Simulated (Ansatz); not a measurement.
## Molecular dynamics of CH3Cl3Ge

The input (input.yaml):

```yaml
crystal:
  periodic: [false, false, false]
  atoms:
    - { symbol: Ge, position_ang: [0.000669, 9.0e-06, 0.032003] }
    - { symbol: C, position_ang: [0.000197, 0.0, 1.961195] }
    - { symbol: H, position_ang: [-1.025193, -0.061215, 2.324933] }
    - { symbol: H, position_ang: [0.565814, -0.857349, 2.325188] }
    - { symbol: H, position_ang: [0.459774, 0.918575, 2.325187] }
    - { symbol: Cl, position_ang: [1.996747, 0.124025, -0.744313] }
    - { symbol: Cl, position_ang: [-1.105168, 1.665874, -0.745345] }
    - { symbol: Cl, position_ang: [-0.890539, -1.789918, -0.745247] }
basis:
  gaussian: { orbitals: def2-SVP }
hamiltonian:
  xc: hf
md:
  timestep: 0.5
  n_steps: 250
  ensemble: nvt_langevin
  temperature: 300.0
  initial_velocities: maxwell_boltzmann
  seed: 13013
  friction: 0.005
```

Run as:

```bash
$ ansatz run input.yaml --threads 2 --pin off --max-ram 3072MiB --backend cpu --events-out ev --progress --plain --runs-dir out
```

It starts from a relaxed structure.

Output, in part (one step line in 5, the closing report, with atoms numbered from 0):

```
md step     0: t =     0.00 fs  T =   262.5 K  F+E_penalty+E_count = -95046.83461420 eV  E_kin = 0.271446 eV  (33 SCF iters)
md step     5: t =     2.50 fs  T =   221.5 K  F+E_penalty+E_count = -95046.79205340 eV  E_kin = 0.229092 eV  (27 SCF iters)
md step    10: t =     5.00 fs  T =   179.4 K  F+E_penalty+E_count = -95046.75053390 eV  E_kin = 0.185481 eV  (26 SCF iters)
md step    15: t =     7.50 fs  T =   129.1 K  F+E_penalty+E_count = -95046.71369530 eV  E_kin = 0.133523 eV  (26 SCF iters)
md step    20: t =    10.00 fs  T =   164.5 K  F+E_penalty+E_count = -95046.74556295 eV  E_kin = 0.170109 eV  (26 SCF iters)
md step    25: t =    12.50 fs  T =   124.9 K  F+E_penalty+E_count = -95046.73087033 eV  E_kin = 0.129127 eV  (25 SCF iters)
md step    30: t =    15.00 fs  T =   118.0 K  F+E_penalty+E_count = -95046.72957821 eV  E_kin = 0.122011 eV  (26 SCF iters)
md step    35: t =    17.50 fs  T =   115.8 K  F+E_penalty+E_count = -95046.72927548 eV  E_kin = 0.119713 eV  (26 SCF iters)
md step    40: t =    20.00 fs  T =   145.7 K  F+E_penalty+E_count = -95046.76693217 eV  E_kin = 0.150673 eV  (26 SCF iters)
md step    45: t =    22.50 fs  T =   148.8 K  F+E_penalty+E_count = -95046.75365648 eV  E_kin = 0.153828 eV  (26 SCF iters)
md step    50: t =    25.00 fs  T =   134.6 K  F+E_penalty+E_count = -95046.73102555 eV  E_kin = 0.139223 eV  (25 SCF iters)
md step    55: t =    27.50 fs  T =   113.4 K  F+E_penalty+E_count = -95046.69821962 eV  E_kin = 0.117246 eV  (26 SCF iters)
md step    60: t =    30.00 fs  T =   114.7 K  F+E_penalty+E_count = -95046.71358020 eV  E_kin = 0.118604 eV  (26 SCF iters)
md step    65: t =    32.50 fs  T =   128.4 K  F+E_penalty+E_count = -95046.72020490 eV  E_kin = 0.132796 eV  (27 SCF iters)
md step    70: t =    35.00 fs  T =   147.2 K  F+E_penalty+E_count = -95046.74209751 eV  E_kin = 0.152202 eV  (26 SCF iters)
md step    75: t =    37.50 fs  T =   119.7 K  F+E_penalty+E_count = -95046.72527374 eV  E_kin = 0.123826 eV  (26 SCF iters)
md step    80: t =    40.00 fs  T =   133.0 K  F+E_penalty+E_count = -95046.73907270 eV  E_kin = 0.137550 eV  (26 SCF iters)
md step    85: t =    42.50 fs  T =   112.6 K  F+E_penalty+E_count = -95046.72575850 eV  E_kin = 0.116425 eV  (27 SCF iters)
md step    90: t =    45.00 fs  T =   140.2 K  F+E_penalty+E_count = -95046.73590784 eV  E_kin = 0.145018 eV  (26 SCF iters)
md step    95: t =    47.50 fs  T =   108.7 K  F+E_penalty+E_count = -95046.70538142 eV  E_kin = 0.112355 eV  (26 SCF iters)
md step   100: t =    50.00 fs  T =   140.8 K  F+E_penalty+E_count = -95046.72944322 eV  E_kin = 0.145638 eV  (26 SCF iters)
md step   105: t =    52.50 fs  T =   116.4 K  F+E_penalty+E_count = -95046.69858954 eV  E_kin = 0.120351 eV  (34 SCF iters)
md step   110: t =    55.00 fs  T =   123.4 K  F+E_penalty+E_count = -95046.71427396 eV  E_kin = 0.127565 eV  (27 SCF iters)
md step   115: t =    57.50 fs  T =    91.5 K  F+E_penalty+E_count = -95046.68824171 eV  E_kin = 0.094579 eV  (26 SCF iters)
md step   120: t =    60.00 fs  T =   110.9 K  F+E_penalty+E_count = -95046.71797300 eV  E_kin = 0.114645 eV  (27 SCF iters)
md step   125: t =    62.50 fs  T =    82.4 K  F+E_penalty+E_count = -95046.69044495 eV  E_kin = 0.085171 eV  (27 SCF iters)
md step   130: t =    65.00 fs  T =    76.4 K  F+E_penalty+E_count = -95046.69356939 eV  E_kin = 0.078986 eV  (27 SCF iters)
md step   135: t =    67.50 fs  T =    61.2 K  F+E_penalty+E_count = -95046.65839563 eV  E_kin = 0.063288 eV  (25 SCF iters)
md step   140: t =    70.00 fs  T =    89.8 K  F+E_penalty+E_count = -95046.68583451 eV  E_kin = 0.092840 eV  (27 SCF iters)
md step   145: t =    72.50 fs  T =    95.8 K  F+E_penalty+E_count = -95046.69835699 eV  E_kin = 0.099061 eV  (26 SCF iters)
md step   150: t =    75.00 fs  T =   132.4 K  F+E_penalty+E_count = -95046.72924922 eV  E_kin = 0.136897 eV  (26 SCF iters)
md step   155: t =    77.50 fs  T =    98.3 K  F+E_penalty+E_count = -95046.68699484 eV  E_kin = 0.101642 eV  (27 SCF iters)
md step   160: t =    80.00 fs  T =   112.3 K  F+E_penalty+E_count = -95046.69543327 eV  E_kin = 0.116142 eV  (27 SCF iters)
md step   165: t =    82.50 fs  T =    90.2 K  F+E_penalty+E_count = -95046.69174344 eV  E_kin = 0.093275 eV  (26 SCF iters)
md step   170: t =    85.00 fs  T =   136.6 K  F+E_penalty+E_count = -95046.73328502 eV  E_kin = 0.141291 eV  (27 SCF iters)
md step   175: t =    87.50 fs  T =   128.2 K  F+E_penalty+E_count = -95046.70987529 eV  E_kin = 0.132593 eV  (25 SCF iters)
md step   180: t =    90.00 fs  T =   137.0 K  F+E_penalty+E_count = -95046.71599146 eV  E_kin = 0.141710 eV  (26 SCF iters)
md step   185: t =    92.50 fs  T =   134.7 K  F+E_penalty+E_count = -95046.70444176 eV  E_kin = 0.139253 eV  (27 SCF iters)
md step   190: t =    95.00 fs  T =   162.1 K  F+E_penalty+E_count = -95046.73914566 eV  E_kin = 0.167676 eV  (27 SCF iters)
md step   195: t =    97.50 fs  T =   130.4 K  F+E_penalty+E_count = -95046.70710553 eV  E_kin = 0.134888 eV  (26 SCF iters)
md step   200: t =   100.00 fs  T =   106.0 K  F+E_penalty+E_count = -95046.69288723 eV  E_kin = 0.109594 eV  (27 SCF iters)
md step   205: t =   102.50 fs  T =    95.7 K  F+E_penalty+E_count = -95046.68028641 eV  E_kin = 0.098950 eV  (27 SCF iters)
md step   210: t =   105.00 fs  T =   116.0 K  F+E_penalty+E_count = -95046.71499024 eV  E_kin = 0.119943 eV  (27 SCF iters)
md step   215: t =   107.50 fs  T =   119.8 K  F+E_penalty+E_count = -95046.72048540 eV  E_kin = 0.123924 eV  (27 SCF iters)
md step   220: t =   110.00 fs  T =   127.8 K  F+E_penalty+E_count = -95046.72580839 eV  E_kin = 0.132124 eV  (26 SCF iters)
md step   225: t =   112.50 fs  T =   135.5 K  F+E_penalty+E_count = -95046.72185918 eV  E_kin = 0.140148 eV  (27 SCF iters)
md step   230: t =   115.00 fs  T =   155.4 K  F+E_penalty+E_count = -95046.74411528 eV  E_kin = 0.160690 eV  (27 SCF iters)
md step   235: t =   117.50 fs  T =   160.0 K  F+E_penalty+E_count = -95046.75074426 eV  E_kin = 0.165468 eV  (26 SCF iters)
md step   240: t =   120.00 fs  T =   151.4 K  F+E_penalty+E_count = -95046.75191909 eV  E_kin = 0.156508 eV  (27 SCF iters)
md step   245: t =   122.50 fs  T =   126.1 K  F+E_penalty+E_count = -95046.75312445 eV  E_kin = 0.130439 eV  (26 SCF iters)
md step   250: t =   125.00 fs  T =   107.9 K  F+E_penalty+E_count = -95046.74529376 eV  E_kin = 0.111582 eV  (35 SCF iters)
Total energy: -95046.74529376 eV, -3492.9034645480 hartree
Atom 0 at     0.066546     0.045678     0.120464 Å, force     0.384755    -0.318872     0.404699 eV/Å
Atom 1 at     0.074164     0.129037     2.076561 Å, force    -0.102586     0.846972     0.302726 eV/Å
Atom 2 at    -0.953889     0.303639     2.407565 Å, force     0.099123     0.063529    -0.029636 eV/Å
Atom 3 at     0.398624    -0.796579     2.524497 Å, force     0.126469    -0.598308    -0.176468 eV/Å
Atom 4 at     0.725548     0.914742     2.523254 Å, force    -0.486016    -0.334681    -0.784375 eV/Å
Atom 5 at     2.076198    -0.068539    -0.630096 Å, force     0.003718     0.035792     0.007964 eV/Å
Atom 6 at    -0.895175     1.680849    -0.845549 Å, force    -0.068014     0.339389     0.066049 eV/Å
Atom 7 at    -0.968383    -1.683112    -0.631636 Å, force     0.042553    -0.033819     0.209041 eV/Å
Dipole moment:    -0.026410     0.069070     0.637058 e Å
```

The run went to its last step. The mean temperature of the second half is 61 % below the set value. A run of 0.12 ps of so small a system gives no equilibrium averages.

The same pairs are bonded in the first frame and the last. Pairs count as bonded within 1.25 times the sum of covalent radii (0.12 Å more for H–H).

Last frame:

```xyz
8
Properties=species:S:1:pos:R:3
Ge 0.067 0.046 0.120
C 0.074 0.129 2.077
H -0.954 0.304 2.408
H 0.399 -0.797 2.525
H 0.726 0.915 2.523
Cl 2.076 -0.069 -0.630
Cl -0.895 1.681 -0.846
Cl -0.968 -1.683 -0.632
```

The run took 4 min on 2 threads of AMD EPYC 9R45 96-Core Processor (Zen 5), with other jobs on the host, peak memory 0.3 GiB.
